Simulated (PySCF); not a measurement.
# Dy(NH2)3 at several levels of theory

Computed with PySCF 2.14.0 (density fitting, no spin-orbit coupling) at the geometry relaxed with PBE0:

```xyz
10
Dy(NH2)3 (singlet in the valence; each metal's 4f electrons, 9 of them, lie in its core potential, out of spins and levels)
Dy   -0.0047   -0.0068   -0.0517
N     2.1691   -0.0015    0.0080
H     2.7895   -0.8038    0.1223
H     2.7888    0.8068   -0.0618
N    -1.0845    1.8714   -0.2344
H    -2.0944    2.0201   -0.2220
H    -0.6780    2.8039   -0.3217
N    -1.0907   -1.8746    0.1997
H    -0.6932   -2.8059    0.3281
H    -2.1019   -2.0096    0.2335
```

| level | basis | state | HOMO (eV) | gap (eV) | charge on Dy1 (e) | population of f-type functions on Dy1 (polarisation alone where 4f lies in the core) | dipole about the centre of mass (D) | largest force component (eV/Å) |
| --- | --- | --- | --- | --- | --- | --- | --- | --- |
| PBE0 | Dy lcecp-1-SVP with ECP55, N def2-SVP, H def2-SVP | singlet | -6.04 | 4.97 | 0.91 | 0.06 | 0.13 | 0.02 |
| B3LYP | the same | singlet | -5.80 | 4.41 | 0.83 | 0.05 | 0.13 | 0.10 |
| TPSSh | the same | singlet | -5.27 | 4.01 | 0.89 | 0.05 | 0.13 | 0.18 |
| CAM-B3LYP | the same | singlet | -7.46 | 7.07 | 0.88 | 0.06 | 0.13 | 0.07 |
| PBE0 | Dy lcecp-1-TZVP with ECP55, N def2-TZVP, H def2-TZVP | singlet | -6.22 | 5.07 | 1.55 | 0.06 | 0.15 | 0.46 |

In the lcecp rows the 4f levels are missing from HOMO and gap, and the state counts the valence alone.

Charges are Mulliken's, which hang on the basis. The relaxation used the grid (50, 194), these runs (75, 302) or, all-electron (x2c bases, spin-free X2C Hamiltonian), (99, 590).

Question: What does TPSS with Dy lcecp-1-SVP with ECP55, N def2-SVP, H def2-SVP give here?

Answer: state singlet, HOMO (eV) -4.74, gap (eV) 3.23, charge on Dy1 (e) 0.82, population of f-type functions on Dy1 (polarisation alone where 4f lies in the core) 0.05, dipole about the centre of mass (D) 0.13, largest force component (eV/Å) 0.33. Time: 17 s on 2 threads of Intel(R) Xeon(R) Platinum 8375C CPU @ 2.90GHz (Ice Lake), on a shared host, from an already converged density.

In the first row's basis the gap widens with exact exchange: 3.2 eV for TPSS (none); 4.0 to 5.0 eV for TPSSh, B3LYP, PBE0 (a fixed share); 7.1 eV for CAM-B3LYP (rising or full at long range).

No frequency check is given that shows the relaxed geometry to be a minimum, and it was reached by following one of several unstable modes of a saddle point. An lcecp potential fixes the number of 4f electrons, so in runs with it no electron can move into or out of that shell.
